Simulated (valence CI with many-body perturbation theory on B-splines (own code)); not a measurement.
E1 line list for W XLIII

Computed by valence CI with perturbative core correlation (CI+MBPT): four valence electrons over a frozen Dirac-Fock core [Ar] 3d10, radial functions for each j: 11 s, 11 p, 10 d, 8 f, 5 g, 2 h, with the one-electron correlation potential Σ1, the two-electron term Σ2, the three-electron term Σ3, Breit, model QED; selected CI, second order for the rest, scaled by the run's own slope (own B-spline code, finite nucleus).

The last digits are not significant, and no measured levels were compared; by estimate large intervals hold to a few tenths of a per cent, small ones and those within an open d or f shell to about a per cent. Among the levels kept, up to 380 cm⁻¹ of a level comes from second order outside the variational space, and about a tenth of that is noise between levels of different J, which matters for small intervals.

Lines 101 to 150 of 549 in falling wavelength, among levels below 5319.1 × 10³ cm⁻¹, chosen from the strongest by gf and those to the six lowest levels. Wavelengths and rates use the calculated energies. Electric multipoles are in the length gauge with retardation, E1 and E2 with the static RPA response of the core. Weak lines are less certain than strong ones. Lines between different terms over intervals too small for the method are left out, as are lines whose strength nearly cancels. Where a level lies close to another of its J and parity, the split of strength between their lines is uncertain. The highest levels of a list are the least certain.

Levels are named by their leading jj configuration (3d3/2^4 stands for four electrons in 3d with j = 3/2), which in mixed levels can hold well under half, so a name can repeat and another be missing. Letters in brackets count levels of one name in rising energy.

```tsv
λ vac (Å)	Upper	Lower	A (s⁻¹)	log gf	Branch %
69.09	(4s 4p1/2 4d3/2 4d5/2) J=4 [c]	(4s 4p1/2 4p3/2 4d5/2) J=4 [a]	4.22e+10	-0.57	6.5
69.08	(4s 4p1/2 4d3/2 4d5/2) J=4 [b]	(4s^2 4p1/2 4f5/2) J=3	4.53e+10	-0.54	23.2
69.07	(4p1/2^2 4p3/2 4d5/2) J=1	(4p1/2^2 4p3/2^2) J=0	2.34e+11	-0.30	39.6
68.94	(4s 4p1/2 4p3/2 4f7/2) J=1	(4s 4p1/2 4p3/2 4d3/2) J=1 [d]	7.88e+10	-0.77	15.2
68.87	(4s 4p1/2 4p3/2 4f7/2) J=2 [b]	(4s 4p1/2 4p3/2 4d5/2) J=2 [b]	1.72e+11	-0.21	23.8
68.84	(4s 4p1/2 4d5/2^2) J=3	(4s 4p1/2 4p3/2 4d5/2) J=2 [b]	1.05e+11	-0.28	14.0
68.83	(4s 4p1/2 4p3/2 4d5/2) J=0	(4s 4p1/2 4p3/2^2) J=1 [b]	3.10e+11	-0.66	38.1
68.79	(4s 4p1/2 4p3/2 4f7/2) J=5 [c]	(4s 4p1/2 4p3/2 4d5/2) J=4 [b]	6.68e+10	-0.28	15.3
68.79	(4s 4p1/2 4d3/2 4d5/2) J=3 [a]	(4s 4p1/2 4p3/2 4d3/2) J=2 [a]	1.05e+11	-0.28	38.9
68.70	(4s 4p1/2 4p3/2 4d5/2) J=4 [b]	(4s 4p1/2 4p3/2^2) J=3	5.73e+10	-0.44	25.6
68.63	(4s 4p1/2 4d3/2 4d5/2) J=2 [a]	(4s 4p1/2 4p3/2 4d3/2) J=1 [a]	7.48e+10	-0.58	7.4
68.59	(4s 4p1/2 4p3/2 4f7/2) J=2 [a]	(4s 4p1/2 4p3/2 4d5/2) J=2 [a]	1.80e+11	-0.20	53.4
68.53	(4s 4p1/2 4d3/2 4d5/2) J=4 [b]	(4s 4p1/2 4p3/2 4d3/2) J=4	5.91e+10	-0.43	30.3
68.52	(4s 4p1/2^2 4d5/2) J=3	(4s 4p1/2^2 4p3/2) J=2	2.17e+11	0.03	89.3
68.52	(4s 4p1/2 4p3/2 4f7/2) J=5 [b]	(4s 4p1/2 4p3/2 4d5/2) J=5	1.00e+11	-0.11	37.9
68.42	(4s 4p1/2 4d3/2 4d5/2) J=2 [c]	(4s 4p1/2 4p3/2 4d3/2) J=1 [b]	1.11e+11	-0.41	9.2
68.33	(4s 4p1/2 4p3/2 4d5/2) J=2 [c]	(4s 4p1/2 4p3/2^2) J=2 [c]	6.41e+10	-0.65	8.5
68.33	(4s 4p3/2^2 4d5/2) J=1 [b]	(4s 4p3/2^3) J=1	3.05e+11	-0.19	19.7
68.29	(4p1/2^2 4p3/2 4d3/2) J=3	(4s 4p1/2^2 4d5/2) J=2	7.71e+10	-0.42	14.8
68.20	(4s 4p1/2 4p3/2 4f5/2) J=5 [a]	(4s 4p1/2 4p3/2 4d5/2) J=5	5.28e+10	-0.39	9.4
68.18	(4s 4p1/2 4d3/2 4d5/2) J=3 [b]	(4s^2 4p1/2 4f5/2) J=3	4.49e+10	-0.66	12.6
68.15	(4s 4p1/2 4d5/2^2) J=4	(4s^2 4p1/2 4f7/2) J=3	1.04e+11	-0.19	14.2
68.09	(4s 4p3/2^2 4d3/2) J=2 [d]	(4s^2 4p3/2 4d5/2) J=1	1.40e+11	-0.31	12.6
68.04	(4s 4p1/2 4p3/2 4f7/2) J=4 [a]	(4s 4p1/2 4p3/2 4d5/2) J=4 [a]	5.19e+10	-0.49	15.9
68.03	(4s 4p1/2 4p3/2 4f5/2) J=4 [b]	(4s 4p1/2 4p3/2 4d3/2) J=3 [c]	4.36e+10	-0.57	6.8
67.99	(4s^2 4p1/2 4f7/2) J=3	(4s 4p1/2 4p3/2^2) J=2 [a]	1.95e+11	-0.02	49.5
67.87	(4s^2 4p3/2 4d5/2) J=1	(4s^2 4p3/2^2) J=0	2.41e+11	-0.30	53.8
67.85	(4s 4p1/2 4p3/2 4f5/2) J=3 [d]	(4s 4p1/2 4p3/2 4d5/2) J=3 [a]	1.22e+11	-0.23	14.5
67.83	(4s 4p1/2 4p3/2 4f7/2) J=4 [b]	(4s 4p1/2 4p3/2 4d5/2) J=5	2.97e+10	-0.73	7.5
67.73	(4s 4p1/2 4p3/2 4d5/2) J=1 [c]	(4s 4p1/2 4p3/2^2) J=1 [a]	3.55e+11	-0.14	51.8
67.71	(4s 4p1/2 4d5/2^2) J=2	(4s 4p1/2 4p3/2 4d5/2) J=1 [a]	1.23e+11	-0.37	19.8
67.65	(4s 4p1/2 4p3/2 4f7/2) J=6	(4s 4p1/2 4p3/2 4d5/2) J=5	1.93e+11	0.24	93.0
67.64	(4s 4p1/2 4d3/2 4d5/2) J=3 [b]	(4s 4p1/2 4p3/2 4d3/2) J=4	6.19e+10	-0.53	17.3
67.56	(4s 4p3/2^2 4d3/2) J=2 [d]	(4s^2 4p3/2 4d5/2) J=3	5.89e+10	-0.70	5.3
67.53	(4s 4p1/2 4d3/2 4d5/2) J=3 [d]	(4s 4p1/2 4p3/2 4d3/2) J=2 [d]	4.94e+10	-0.63	6.0
67.53	(4p1/2^2 4p3/2 4d5/2) J=3	(4p1/2^2 4p3/2^2) J=2	5.14e+11	0.39	68.2
67.51	(4s 4p1/2 4d3/2^2) J=2 [b]	(4s 4p1/2 4p3/2 4d3/2) J=2 [a]	5.63e+10	-0.72	4.5
67.46	(4s 4p1/2 4p3/2 4d5/2) J=3 [d]	(4s 4p1/2 4p3/2^2) J=2 [c]	4.50e+11	0.33	43.2
67.45	(4s 4p1/2 4p3/2 4d5/2) J=1 [b]	(4s 4p1/2 4p3/2^2) J=0	2.61e+11	-0.27	55.1
67.44	(4s 4p1/2 4p3/2 4f7/2) J=3 [b]	(4s 4p1/2 4p3/2 4d5/2) J=2 [a]	3.80e+10	-0.74	9.3
67.43	(4s 4p1/2 4p3/2 4d5/2) J=3 [b]	(4s 4p1/2 4p3/2^2) J=2 [b]	6.13e+10	-0.53	9.6
67.43	(4s 4p1/2 4p3/2 4f7/2) J=4 [c]	(4s 4p1/2 4p3/2 4d5/2) J=3 [a]	1.65e+11	0.00	32.7
67.37	(4s^2 4p3/2 4f7/2) J=3 [b]	(4s^2 4p3/2 4d5/2) J=2	1.41e+11	-0.17	18.9
67.36	(4s 4p1/2 4p3/2 4f7/2) J=2 [b]	(4s 4p1/2 4p3/2 4d5/2) J=3 [a]	9.26e+10	-0.50	12.8
67.35	(4s 4p1/2 4d3/2^2) J=2 [b]	(4s 4p1/2 4p3/2 4d3/2) J=1 [a]	5.20e+10	-0.75	4.2
67.35	(4s 4p1/2 4p3/2 4d5/2) J=2 [c]	(4s 4p1/2 4p3/2^2) J=1 [a]	2.04e+11	-0.16	27.0
67.30	(4p1/2 4p3/2^2 4d3/2) J=2 [b]	(4s 4p1/2 4p3/2 4d5/2) J=2 [a]	5.24e+10	-0.75	9.0
67.26	(4s 4p1/2 4p3/2 4f7/2) J=4 [e]	(4s 4p1/2 4p3/2 4d5/2) J=3 [b]	3.25e+11	0.30	36.7
67.24	(4s^2 4d5/2^2) J=2	(4s^2 4p3/2 4d5/2) J=2	3.44e+11	0.07	59.4
67.20	(4s 4p1/2 4p3/2 4d5/2) J=2 [d]	(4s 4p1/2 4p3/2^2) J=1 [b]	4.30e+11	0.16	34.7
```

Task: How does gf follow from A for the line at 67.73 Å?

Result: gf = 1.4992 × (2J+1)_upper × A / σ², with σ = 1476404 cm⁻¹ and 2J+1 = 3: gf = 0.732.
